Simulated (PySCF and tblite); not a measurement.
The numbers below are computed, except where a source is named.
System: C₅H₈Sn, numbered as in [SnH3:1][CH:2]1[CH:3]=[CH:4][CH:5]=[CH:6]1.

Motion: shift of H on C2 from C2 to C6. GFN2-xTB gives an electronic barrier of 28.9 kcal/mol and a reaction energy of 1.2 kcal/mol.

Tunnelling of the moving H, left out here, will speed the real process. Spin–orbit effects of heavy atoms on shieldings are missing.

Q: What does PBE0/pcSseg-1 (def2-TZVP on Sn) + D3(BJ) give on B3LYP-D3(BJ)/def2-SVP geometries?

A: A barrier of 30.7 kcal/mol, 1.8 above the tight-binding barrier (from unrounded values), a reaction energy of 5.9 kcal/mol and, with GFN2-xTB thermal terms, ΔG‡(298 K) = 28.6 kcal/mol and k = 1.3×10⁻⁸ s⁻¹ (2 equivalent paths).

Q: And the level of the geometries itself, B3LYP-D3(BJ)/def2-SVP?

A: 31.8 kcal/mol.

Programs: tblite and PySCF.
